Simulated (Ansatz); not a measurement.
The molecule LiB, multiplicity 3 (lowest of 2S+1 = 1, 3 at CCSD(T)/def2-TZVPP on PBE0 minima; our sources give no spin for the ground state, which may be another).

The constants come from a fifth-degree fit in 1/R (seven points, main isotopes). Runs in def2 and cc sets follow the lowest solution found near the PBE0 minimum.

Frozen-core correlation.

Run with Ansatz (Gaussian orbitals). 

Energies at CCSD/aug-cc-pVTZ:

```
R (Å)      E (hartree)
--------  ------------
1.982153  -32.06913480
2.035436  -32.07075637
2.084457  -32.07161368
2.139872  -32.07197112
2.195287  -32.07179058
2.259228  -32.07104213
2.333825  -32.06959894
```

Task: With a reduced mass of 4.2852 u, find the minimum, the force constant and the constants.

Result: A fifth-degree polynomial in 1/R puts the minimum at r_e = 2.1473 Å with force constant 74.2 N/m. Then ω_e = (1/2πc)√(k/μ) = 542 cm⁻¹ and B_e = h/(8π²cμr_e²) = 0.8532 cm⁻¹; the cubic and quartic terms give α_e = 0.013 and ω_e x_e = 5.5 cm⁻¹.

Ansatz is an electronic-structure program.
